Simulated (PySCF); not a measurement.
C4H7BrO.
SMILES with atom numbers: `[CH3:1][O:2][C@@H:3]1[CH2:4][C@H:5]1[Br:6]` (hydrogens: H7, H8, H9 on C1; H10 on C3; H11, H12 on C4; H13 on C5)

Computed by this run: PySCF 2.14.0, PBE0-D3(BJ)/def2-SVP geometry optimisation, gas phase; density fitting, grid level 1; the optimiser is geomeTRIC in internal coordinates, started from a GFN2-xTB structure with every atom displaced at random (about 0.01 Å).

Step 0: E = -76325.9481 eV
```
atom  x, y, z in Å  |  force x, y, z in eV/Å
C1      1.8863    0.7491   -0.0349   -1.451   0.334  -0.336
O2      1.0173   -0.2613   -0.5210    0.046   0.095   0.312
C3     -0.0754   -0.5186    0.3037    2.116   0.637   0.445
C4     -1.2285   -1.1544   -0.2988   -1.639  -1.260   0.716
C5     -1.3227    0.2698    0.1116   -0.485   0.559   0.552
Br6    -2.3616    0.7708    1.6625    0.116  -0.111  -0.247
H7      1.3360    1.7230    0.0384    0.274  -0.332   0.011
H8      2.6861    0.8745   -0.7649    0.288  -0.113  -0.065
H9      2.2724    0.5207    0.9631    0.268  -0.192   0.240
H10     0.2150   -0.7866    1.3422   -0.281   0.084  -0.281
H11    -1.7987   -1.9007    0.2998    0.420   0.421  -0.322
H12    -1.2298   -1.3622   -1.3476    0.133  -0.092  -0.931
H13    -1.3878    1.0507   -0.6465    0.196  -0.029  -0.094
```

Step 1: E = -76326.0418 eV
```
atom  x, y, z in Å  |  force x, y, z in eV/Å
C1      1.7989    0.7691   -0.0557    0.357  -0.102   0.110
O2      1.0524   -0.3328   -0.4832   -0.064  -0.021  -0.026
C3     -0.0255   -0.5739    0.3305   -0.362   0.010  -0.118
C4     -1.2537   -1.1481   -0.3027    0.211   0.114  -0.119
C5     -1.2514    0.2789    0.1559    0.029  -0.108  -0.033
Br6    -2.2907    0.8052    1.6656   -0.014   0.024   0.044
H7      1.2023    1.6969   -0.0679   -0.020   0.085   0.008
H8      2.6535    0.8769   -0.7420   -0.074   0.030   0.070
H9      2.1873    0.6178    0.9751   -0.038   0.081  -0.157
H10     0.2061   -0.8828    1.3597    0.040  -0.022   0.037
H11    -1.8231   -1.8815    0.2644   -0.095  -0.081   0.106
H12    -1.2289   -1.3129   -1.3853    0.028   0.021   0.067
H13    -1.2185    1.0618   -0.6065    0.002  -0.030   0.011
```

**Question.** Estimate the geometry and energy of step 2. (The exact step hangs on the optimiser's Hessian estimate; all steps are aligned on step 1, rigid shifts and turns removed.)

**Answer.** E = -76326.0494 eV, largest force 0.078 eV/Å
```
atom  x, y, z in Å  |  force x, y, z in eV/Å
C1      1.8259    0.7685   -0.0532   -0.017  -0.052   0.042
O2      1.0384   -0.3097   -0.4836    0.009   0.027  -0.014
C3     -0.0426   -0.5569    0.3292   -0.048   0.062  -0.005
C4     -1.2568   -1.1537   -0.3021    0.047  -0.034   0.005
C5     -1.2800    0.2740    0.1504    0.021  -0.026   0.016
Br6    -2.3229    0.7926    1.6638    0.000   0.004  -0.007
H7      1.2540    1.7148   -0.0377   -0.007   0.003  -0.003
H8      2.6650    0.8714   -0.7547   -0.020  -0.013  -0.014
H9      2.2352    0.6014    0.9614   -0.015  -0.013  -0.010
H10     0.1946   -0.8633    1.3596    0.010   0.009  -0.005
H11    -1.8195   -1.8945    0.2717    0.014   0.022  -0.005
H12    -1.2239   -1.3227   -1.3819    0.004   0.009   0.000
H13    -1.2588    1.0529   -0.6152    0.002   0.002   0.001
```

The energy changes by -0.0076 eV. The first-order estimate −F·Δx gives -0.0141 eV and the mean of the old and new forces, exact on a quadratic surface, -0.0073 eV. The step makes an angle of 80° with the force vector and moves no atom by more than 0.062 Å.

What follows is the cost of the whole optimisation. The run took 41 s wall on one thread of an Intel Xeon 6975P-C, no GPU (shared host), and the process peaked at 0.54 GiB of memory.
